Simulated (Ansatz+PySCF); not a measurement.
The numbers below are computed, except where a source is named.
## CuH → Cu + H

CuH (charge 0, multiplicity 1):
```yaml
atoms:
  - { symbol: Cu, position_ang: [0.0000, 0.0000, -0.0492] }
  - { symbol: H, position_ang: [0.0000, 0.0000, 1.4269] }
```

Shapes relaxed with PBE0/def2-SVP. Single points in def2-SVP with Ansatz (development build ahead of 0.2.0), no zero-point energy. Correlated methods freeze no orbital on H to Be, one on B to Mg, five on Al to Zn, nine on Ga to Sr.

| method | reaction energy |
| --- | --- |
| HF (restricted) | 30.89 kcal/mol |
| HF (unrestricted) | 30.73 kcal/mol |
| PBE0 (restricted) | 61.44 kcal/mol |
| PBE0 (unrestricted) | 61.26 kcal/mol |

What does wB97X (restricted) give?

67.17 kcal/mol.
